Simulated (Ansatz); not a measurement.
```yaml
crystal:
  periodic: [false, false, false]
  atoms:
    - {symbol: Ru, position_ang: [-0.096950, 0.179005, -0.165304]}
    - {symbol: O, position_ang: [-1.458616, -0.721996, 0.281639]}
    - {symbol: O, position_ang: [1.555567, 0.542981, -0.116325]}
basis:
  gaussian: {orbitals: def2-mTZVPP}
total_charge: -1
magnetization: {spin_polarized: true, initial_magnetization: 1}
hamiltonian: {xc: {name: BHLYP}, dispersion: d4}
smearing: {width: 0.1}
output: {forces: true}
```

```sh
$ ansatz run in.yaml --threads 4 --pin off --events-out ev --progress --plain --max-ram 3916MiB
```

It prints (some lines left out):

```
Error: YAML parse error: error: line 12 column 1: unknown field `smearing`, expected one of crystal, accuracy, basis, kpoints, hamiltonian, magnetization, projection, total_charge, correlation, batch, efield, external_charges, scf, relax, neb, saddle, md, ramp, phonons, dielectric, real_time, elastic, magnetic_configurations, gw, evaluate, workflow, output, checkpoint, execution
10 | magnetization: {spin_polarized: true, initial_magnetization: 1}
11 | hamiltonian: {xc: {name: BHLYP}, dispersion: d4}
12 | smearing: {width: 0.1}
13 | output: {forces: true}
```

In this input the input holds a key that doesn't belong there. The input was rejected before any iteration.
